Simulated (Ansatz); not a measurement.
Cartesian coordinates (Å):
```xyz
7

B     -1.2211    -0.1972     0.0353
C      0.0899     0.3275     0.5756
B      1.2261     0.8373     1.1505
B      1.5281     0.1703    -0.1873
H     -2.2330    -0.0572     0.6563
H     -1.2479    -0.7579    -1.0216
H      1.8579    -0.3228    -1.2088
```
Charge +1, spin multiplicity 2.

Method: Ansatz (a quantum-chemistry and plane-wave program) with frozen-core CCSD(T)/cc-pVTZ // PBE0-D3(BJ)/def2-TZVP. The geometry is that of the parent before the electron was removed.

The HF energy comes out as -113.22057 Ha and the MP2 correlation energy is -0.39379 Ha.

Task: Estimate the CCSD correlation energy, the (T) correction, the total energy and the T1 diagnostic.

Result: 
CCSD correlation energy: -0.42825 Ha
(T) correction: -0.02340 Ha
CCSD(T) total energy: -113.67223 Ha
T1 diagnostic: 0.029
